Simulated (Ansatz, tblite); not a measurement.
Bond stretch in Ga2, triplet.

Methods: UMP2 = MP2 on UHF/aug-cc-pVDZ, cores with 3d frozen (Ansatz, a program for electronic structure); GFN2-xTB, 300 K electronic temperature (tblite); UCCSD = CCSD on UHF/aug-cc-pVDZ, cores with 3d frozen (Ansatz); ROCCSD(T) = Ansatz with CCSD(T) on ROHF/aug-cc-pVDZ, cores with 3d frozen.

Energies are in kJ/mol, each relative to the lowest point of its own curve near equilibrium.

```json
[
 {"R / Å": "2.64", "UMP2": "1.6", "GFN2-xTB": "1.2", "UCCSD": "2.4", "ROCCSD(T)": "2.5"},
 {"R / Å": "2.70", "UMP2": "0.0", "GFN2-xTB": "0.0", "UCCSD": "0.3", "ROCCSD(T)": "0.4"},
 {"R / Å": "2.80", "UMP2": "0.5", "GFN2-xTB": "0.8", "UCCSD": "0.0", "ROCCSD(T)": "0.0"},
 {"R / Å": "2.86", "UMP2": "2.2", "GFN2-xTB": "2.7", "UCCSD": "1.2", "ROCCSD(T)": "1.2"},
 {"R / Å": "3.01", "UMP2": "9.9", "GFN2-xTB": "10.2", "UCCSD": "7.7", "ROCCSD(T)": "7.4"},
 {"R / Å": "3.09", "UMP2": "15.4", "GFN2-xTB": "15.5", "UCCSD": "12.5", "ROCCSD(T)": "12.1"},
 {"R / Å": "3.31", "UMP2": "38.4", "GFN2-xTB": "33.8", "UCCSD": "29.0", "ROCCSD(T)": "27.2"},
 {"R / Å": "3.70", "UMP2": "71.4", "GFN2-xTB": "70.2", "UCCSD": "59.8", "ROCCSD(T)": "58.4"},
 {"R / Å": "4.09", "UMP2": "87.3", "GFN2-xTB": "103.5", "UCCSD": "79.6", "ROCCSD(T)": "82.0"},
 {"R / Å": "4.53", "UMP2": "96.7", "GFN2-xTB": "132.7", "UCCSD": "90.8", "ROCCSD(T)": "96.0"},
 {"R / Å": "4.94", "UMP2": "101.6", "GFN2-xTB": "151.3", "UCCSD": "96.2", "ROCCSD(T)": "102.4"},
 {"R / Å": "5.31", "UMP2": "104.4", "GFN2-xTB": "162.0", "UCCSD": "99.1", "ROCCSD(T)": "105.6"},
 {"R / Å": "5.90", "UMP2": "106.9", "GFN2-xTB": "170.6", "UCCSD": "101.6", "ROCCSD(T)": "108.3"},
 {"R / Å": "6.58", "UMP2": "108.3", "GFN2-xTB": "173.1", "UCCSD": "102.9", "ROCCSD(T)": "109.8"},
 {"R / Å": "7.37", "UMP2": "109.0", "GFN2-xTB": "173.8", "UCCSD": "103.7", "ROCCSD(T)": "110.6"},
 {"R / Å": "7.93", "UMP2": "109.3", "GFN2-xTB": "174.0", "UCCSD": "103.9", "ROCCSD(T)": "110.9"}
]
```

At the longest distance, 7.93 Å, GFN2-xTB lies highest above its minimum (174.0 kJ/mol) and UCCSD lowest (103.9 kJ/mol).

The scan ran from 2.17 to 7.93 Å; beyond the distances shown full CI changes its symmetry label. The T1 diagnostic of CCSD on the restricted reference of ROCCSD(T) exceeds 0.045 at 3.70 to 4.09 Å.
